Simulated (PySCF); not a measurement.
Species: C₆H₉F.
Atom-mapped SMILES: `[CH3:1][C@@H:2]1[C@H:3]([F:4])[C:5]12[CH2:6][CH2:7]2` (hydrogens: H8, H9, H10 on C1; H11 on C2; H12 on C3; H13, H14 on C6; H15, H16 on C7)

Computed with PySCF at PBE0/pcSseg-1 and wB97X-D/def2-SVPD, non-relativistic, on one gas-phase PBE0-D3(BJ)/def2-SVP geometry that isn't relaxed in the solvent. The solvent is an IEF-PCM continuum (Bondi radii, 1.10 Å for H, scaled by 1.2). Only the electrostatic response of the medium enters.

Gas phase at PBE0/pcSseg-1: HOMO -7.61 eV, LUMO 1.39 eV, dipole 1.59 D.

What does the continuum do to the energy, the frontier levels and the dipole at PBE0/pcSseg-1 in chloroform and methanol?

| solvent | ε | E(solvent) − E(gas) (kJ/mol) | polarisation term (kJ/mol) | distortion of the solute (kJ/mol) | HOMO (eV) | LUMO (eV) | dipole (D) |
| --- | --- | --- | --- | --- | --- | --- | --- |
| chloroform | 4.711 | -7.91 | -8.52 | 0.61 | -7.56 | 1.52 | 1.89 |
| methanol | 32.61 | -10.79 | -12.00 | 1.21 | -7.55 | 1.55 | 2.02 |

The first energy column is the sum of the next two and covers electrostatics alone. From chloroform to methanol the lowering changes by a factor 1.36, Onsager's factor (ε − 1)/(2ε + 1) by 1.34 and ε itself by 6.9.

Which radius a makes the point-dipole formula ΔE = −[(ε − 1)/(2ε + 1)]·μ²/a³ give the value in methanol, with the gas-phase dipole?

μ = 0.627 au and |ΔE| = 0.00411 Eh give a = 1.89 Å; the farthest nucleus lies 2.93 Å from the centroid of the nuclei, so such a sphere wouldn't even hold the nuclei. The formula assumes a rigid point dipole at the centre of a sphere.

Which Hirshfeld charges (PBE0/pcSseg-1) respond most in chloroform (means over atoms taken as equivalent)?

```json
{"atoms": "F4", "environment": "alkyl fluorine", "gas (e)": "-0.105", "solvent (e)": "-0.117", "change": "-0.012"}
{"atoms": "H12", "environment": "methine hydrogen", "gas (e)": "+0.050", "solvent (e)": "+0.055", "change": "+0.005"}
{"atoms": "H11", "environment": "methine hydrogen", "gas (e)": "+0.046", "solvent (e)": "+0.050", "change": "+0.004"}
{"atoms": "H14", "environment": "methylene hydrogen", "gas (e)": "+0.048", "solvent (e)": "+0.051", "change": "+0.003"}
{"atoms": "C7", "environment": "three-membered-ring carbon", "gas (e)": "-0.081", "solvent (e)": "-0.083", "change": "-0.002"}
{"atoms": "H13", "environment": "methylene hydrogen", "gas (e)": "+0.048", "solvent (e)": "+0.051", "change": "+0.003"}
{"atoms": "C3", "environment": "sp3 C–F carbon", "gas (e)": "+0.043", "solvent (e)": "+0.040", "change": "-0.003"}
{"atoms": "H15", "environment": "methylene hydrogen", "gas (e)": "+0.049", "solvent (e)": "+0.051", "change": "+0.002"}
{"atoms": "C1", "environment": "methyl carbon", "gas (e)": "-0.116", "solvent (e)": "-0.118", "change": "-0.002"}
{"atoms": "C6", "environment": "three-membered-ring carbon", "gas (e)": "-0.084", "solvent (e)": "-0.085", "change": "-0.001"}
{"atoms": "H8/H9/H10", "environment": "methyl hydrogen", "gas (e)": "+0.041", "solvent (e)": "+0.041", "change": "0.000"}
{"atoms": "C2", "environment": "three-membered-ring carbon", "gas (e)": "-0.045", "solvent (e)": "-0.045", "change": "0.000"}
```

Which Mayer bond orders change most in chloroform?

| bond | length (Å) | gas | solvent | change |
| --- | --- | --- | --- | --- |
| C3–F4 | 1.360 | 0.916 | 0.899 | -0.017 |
| C3–C5 | 1.466 | 0.884 | 0.889 | +0.005 |
| C2–C3 | 1.512 | 0.928 | 0.932 | +0.004 |
| C3–H12 | 1.096 | 0.965 | 0.961 | -0.004 |
| C7–H15 | 1.094 | 0.954 | 0.951 | -0.003 |
| C5–C6 | 1.478 | 0.940 | 0.942 | +0.002 |
| C5–C2 | 1.490 | 0.869 | 0.867 | -0.002 |
| C1–H10 | 1.101 | 0.965 | 0.963 | -0.002 |

Gas phase at wB97X-D/def2-SVPD: HOMO -9.54 eV, LUMO 2.34 eV, dipole 1.73 D.

What does the continuum do to the energy, the frontier levels and the dipole at wB97X-D/def2-SVPD in chloroform?

```json
{"solvent": "chloroform", "ε": "4.711", "E(solvent) − E(gas) (kJ/mol)": "-8.51", "polarisation term (kJ/mol)": "-9.30", "distortion of the solute (kJ/mol)": "0.79", "HOMO (eV)": "-9.48", "LUMO (eV)": "2.41", "dipole (D)": "2.08"}
```

How does the static polarisability (wB97X-D/def2-SVPD, frozen core, with the continuum's full static response) change?

```tsv
medium	isotropic (au)	principal values (au)	⟨r²⟩ of the electrons (bohr²)
gas	68.8	62.8, 65.8, 77.6	744.1
chloroform	84.3	78.0, 81.1, 93.9	743.8
```

The isotropic value in chloroform is 1.23 times the gas-phase one; no cavity-field correction is applied. ⟨r²⟩ is taken about the centre of nuclear charge.

wB97X-D is run here without its empirical dispersion term; that term would change no orbital, density or response property at a fixed geometry.
